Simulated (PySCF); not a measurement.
Assignment exercise: C7H9N

Geometry:
```tsv
atom	x (Å)	y (Å)	z (Å)
C1	-1.843	1.054	-0.084
C2	-0.817	-0.030	0.069
C3	-1.251	-1.415	-0.310
C4	0.388	0.225	0.519
C5	1.401	1.168	0.979
C6	1.721	-0.324	0.859
C7	2.566	-0.756	-0.196
N8	3.238	-1.103	-1.056
H9	-2.186	1.098	-1.117
H10	-2.707	0.843	0.546
H11	-1.432	2.021	0.193
H12	-1.587	-1.430	-1.346
H13	-0.436	-2.125	-0.198
H14	-2.085	-1.731	0.316
H15	1.855	1.838	0.259
H16	1.333	1.579	1.977
H17	1.836	-0.899	1.773
```

- GIAO PBE0/pcSseg-1 shieldings
- GFN2-xTB structure
- run in PySCF 2.14.0 with density-fitted response routines
- fast rotation and ring inversion assumed for equivalent nuclei, relativity neglected, one computed conformer, gas phase

δ = σ(ref) − σ, references computed at the same level: 13C (σref 186.93) and 1H (σref 31.72) against TMS.

Q: Assign these signals to the numbered atoms. 13C{1H} NMR (computed): δ 135.9 (C), 124.9 (C), 119.3 (C), 25.3 (CH3), 25.0 (CH3), 13.9 (CH2), 2.1 (CH).

A: 
| δ (ppm) | atoms | environment | reason |
| --- | --- | --- | --- |
| 135.9 | C2 | fully substituted alkene carbon | an sp2 carbon of a C=C bond |
| 124.9 | C7 | nitrile carbon | this is the usual window of a C≡N carbon, which has no attached hydrogen |
| 119.3 | C4 | fully substituted alkene carbon | the olefinic region |
| 25.3 | C1 | allylic methyl carbon | a saturated carbon with 1 carbon neighbour and no heteroatom attached |
| 25.0 | C3 | allylic methyl carbon | – |
| 13.9 | C5 | three-membered-ring carbon | carbons of three-membered rings are unusually shielded |
| 2.1 | C6 | three-membered-ring carbon | – |

C1 and C3 lie closer than the usual error of such a calculation, so a measured spectrum could show them in the other order.

Q: Assign these signals to the numbered atoms. 1H NMR (400 MHz, computed): δ 2.08 (s, 3H), 2.01 (s, 3H), 1.79 (m, 1H), 1.61 (m, 1H), 1.59 (m, 1H).

A: 
| δ (ppm) | atoms | environment | reason |
| --- | --- | --- | --- |
| 2.08 | H12/H13/H14 | hydrogen on an allylic methyl carbon | allylic position |
| 2.01 | H9/H10/H11 | hydrogen on an allylic methyl carbon | – |
| 1.79 | H17 | hydrogen on a three-membered-ring carbon | – |
| 1.61 | H15 | hydrogen on a three-membered-ring carbon | – |
| 1.59 | H16 | hydrogen on a three-membered-ring carbon | cyclopropane-type protons are shielded by the ring |

H12/H13/H14 and H9/H10/H11; H15 and H16 lie closer than the usual error of such a calculation, so a measured spectrum could show them in the other order.

Shifts are as computed. Against solution values, carbons near 30 ppm lie about +3 ppm off and those near 130 ppm about +5 ppm. Of 1211 compounds with measured shifts, 218 miss one by over three times the rms of a fit or turn the order of signals round; such compounds aren't used in these exercises. Multiplicities follow the n + 1 count of equivalent neighbours, as no J values were calculated; m marks all less simple cases, F and P coupling included.
